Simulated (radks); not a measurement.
Species: the tungsten ion W3+. Configuration: [Xe] 4f14 5d2 7s1 (not the ground configuration). Calculated with a radial shooting solver on a logarithmic mesh with Libxc functionals: Dirac Kohn-Sham, PBEsol, spin-unpolarised, spherical densities, finite nucleus; open shells are shared between the two j in proportion to 2j + 1; Fermi nuclear charge, rms radius 5.3658 fm. Some entries of the table are withheld. Estimate them.

orbital  occ.  eigenvalue (eV)  <r^2> (bohr^2)
1s1/2       2        -69383.60       0.0004634
2s1/2       2        -11999.26        0.007067
2p1/2       2        -11479.93        0.005044
2p3/2       4        -10128.03        0.006244
3s1/2       2        -2791.694             (1)
3p1/2       2        -2559.659         0.04235
3p3/2       4        -2267.360         0.04894
3d3/2       4        -1875.312             (2)
3d5/2       6        -1811.717             (3)
4s1/2       2              (4)          0.2285
4p1/2       2        -508.6998          0.2356
4p3/2       4        -440.8784          0.2711
4d3/2       4        -282.3854          0.2956
4d5/2       6        -269.8873          0.3090
5s1/2       2        -115.5779           1.261
5p1/2       2              (5)           1.516
5p3/2       4              (6)           1.768
4f5/2       6         -71.4874          0.4505
4f7/2       8         -69.2416          0.4651
5d3/2     0.8         -37.9850           3.124
5d5/2     1.2         -36.9070           3.273
7s1/2       1         -15.2942           26.41

Answer. 
(1) 3s1/2 <r^2> (bohr^2): 0.04617
(2) 3d3/2 <r^2> (bohr^2): 0.03793
(3) 3d5/2 <r^2> (bohr^2): 0.03974
(4) 4s1/2 eigenvalue (eV): -605.0140
(5) 5p1/2 eigenvalue (eV): -86.6696
(6) 5p3/2 eigenvalue (eV): -76.4389
